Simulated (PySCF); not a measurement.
# How methods differ on the ionisation energy of Ce(41+)

Ce(41+) [Ne] 3s2 3p5 [3p1/2^2 3p3/2^3, M_J = 3/2] → Ce(42+) [Ne] 3s2 3p4 [3p1/2^2 3p3/2^2, M_J = 2], as a difference of total energies. Calculation: PySCF 2.14, in an uncontracted even-tempered set (18 s from 8.9 bohr⁻², ratio 2.4; 14 p from 12 bohr⁻², ratio 2.4; 4 d from 44 bohr⁻², ratio 2.6; 4 f from 67 bohr⁻², ratio 2.6); the two-component X2C-1e Hamiltonian. Correlated levels: 1s2 frozen; the 54 highest virtual spinors dropped. "Screened" scales the spin-orbit matrix elements by Boettger's factors to mimic the two-electron term; Breit and QED terms are absent.

| method | ionisation energy (eV) |
| --- | --- |
| GHF (spin-free) | 3209.1 |
| GMP2 (spin-free) | 3210.2 |
| GHF (screened spin-orbit) | 3177.5 |
| GMP2 (screened spin-orbit) | 3178.6 |

Breit and QED terms and the two-electron picture change are absent.

The spin-free rows relax to the high-spin LS determinant and lack the spin-orbit shift.

The labels give the starting determinants; with spin-orbit coupling the two ends relaxed to ⟨J²⟩ = 3.75, ⟨L²⟩ = 2.02, ⟨S²⟩ = 0.77 and ⟨J²⟩ = 6.00, ⟨L²⟩ = 3.17, ⟨S²⟩ = 1.43.

For comparison: 3176 ± 4 eV (theoretical estimate listed by NIST; NIST Atomic Spectra Database, ionization energies).
